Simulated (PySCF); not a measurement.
C7H13 (doublet state).
Numbering: `[CH3:1][CH2:2]/[CH:3]=[C:4]\[CH2:5][CH2:6][CH3:7]` (hydrogens: H8, H9, H10 on C1; H11, H12 on C2; H13 on C3; H14, H15 on C5; H16, H17 on C6; H18, H19, H20 on C7)

Cartesian coordinates in Å at the GFN2-xTB level; atoms count from 1:
```
atom  x, y, z in Å
C1    -3.356    0.370    0.113
C2    -2.268   -0.495   -0.510
C3    -1.097    0.363   -0.974
C4     0.128    0.269   -0.569
C5     1.023   -0.475    0.310
C6     2.422   -0.641   -0.303
C7     3.104    0.707   -0.491
H8    -4.186   -0.249    0.449
H9    -2.964    0.917    0.969
H10   -3.734    1.090   -0.610
H11   -1.912   -1.230    0.214
H12   -2.671   -1.028   -1.375
H13   -1.384    1.114   -1.702
H14    1.112    0.055    1.264
H15    0.610   -1.475    0.515
H16    3.028   -1.275    0.349
H17    2.328   -1.143   -1.268
H18    2.481    1.353   -1.107
H19    3.259    1.196    0.469
H20    4.070    0.587   -0.976
```

The hyperfine couplings belong to this conformer and change with its torsions.

Computed with UKS B3LYP, pcH-1 on C H, non-relativistic, mean-field spin-orbit, GIAO (PySCF). One conformer (not necessarily the lowest) at the GFN2-xTB geometry, without solvent, vibrations or thermal averaging. A GFN2-xTB geometry isn't a minimum of the functional, and hyperfine couplings can be far from their values at a DFT geometry. Stability of the SCF solution: not tested.

(1) Match the computed a_iso(13C) values +258.3, +74.2, +34.6, -12.8, +10.0, -6.1, +3.3 MHz with the sites C1; C2; C3; C4; C5; C6; C7.

(2) Match the computed a_iso(1H) values +112.5, +61.4, -6.4, +2.7, -2.2, +0.7 MHz (means over equivalent nuclei) with the sites H8/H9/H10; H11/H12; H13; H14/H15; H16/H17; H18/H19/H20.

## Answers

(1) 
```
site  a_iso (MHz)  ρ(0) (bohr⁻³)                 position  distance from C4 (Å)  spin population  largest |T| (MHz)
  C1         -6.1        -0.0054          3 bonds from C4                  3.55             0.00                1.0
  C2        +74.2        +0.0660          2 bonds from C4                  2.52            +0.08               16.3
  C3        -12.8        -0.0114           1 bond from C4                  1.29            -0.16               18.0
  C4       +258.3        +0.2297  largest spin population                  0.00            +0.99              142.0
  C5        +10.0        +0.0089           1 bond from C4                  1.46            -0.05                9.1
  C6        +34.6        +0.0307          2 bonds from C4                  2.48            +0.01                4.7
  C7         +3.3        +0.0029          3 bonds from C4                  3.01            +0.01                2.5
```

(2) 
```
       site  a_iso (MHz)  ρ(0) (bohr⁻³)                                         position  distance from C4 (Å)  bound to  spin population there  largest |T| (MHz)
  H8/H9/H10         +2.7        +0.0006                                  4 bonds from C4                  3.98        C1                   0.00                2.2
    H11/H12         -6.4        -0.0014                                  3 bonds from C4                  2.92        C2                  +0.08                6.2
        H13       +112.5        +0.0252  2 bonds from C4, on C3 of spin population -0.16                  2.07        C3                  -0.16               11.6
    H14/H15        +61.4        +0.0137                                  2 bonds from C4                  2.10        C5                  -0.05                9.2
    H16/H17         -2.2        -0.0005                                  3 bonds from C4                  3.06        C6                  +0.01                5.7
H18/H19/H20         +0.7        +0.0001                                  4 bonds from C4                  3.35        C7                  +0.01                6.0
```

ρ(0) is the spin density at the nucleus and T the dipolar tensor; entries for several nuclei are means. Largest spin populations (Mulliken): C4 (+0.99), C3 (-0.16), C2 (+0.08) and H15 (+0.06). No atom but C4 exceeds +0.15. The positive populations add up to 1.21 and the negative ones to -0.21, together 2S = 1.

The spin density at the nucleus, in bohr⁻³, is negative for C3 (-0.0114), C1 (-0.0054) and H11/H12 (-0.0014), for instance. A restricted open-shell determinant has no negative spin density anywhere; here it arises because α and β orbitals differ (spin polarisation).

Class means assume fast exchange of nuclei equivalent by connectivity; if that motion is slow, each nucleus keeps its own coupling. The three 1H nuclei of mean +2.7 MHz run from 0.1 to 6.1 MHz in the frozen geometry. The 1H value of +61.4 MHz is a mean of couplings from 7.5 to 115.3 MHz in this one geometry, not an average over conformers.
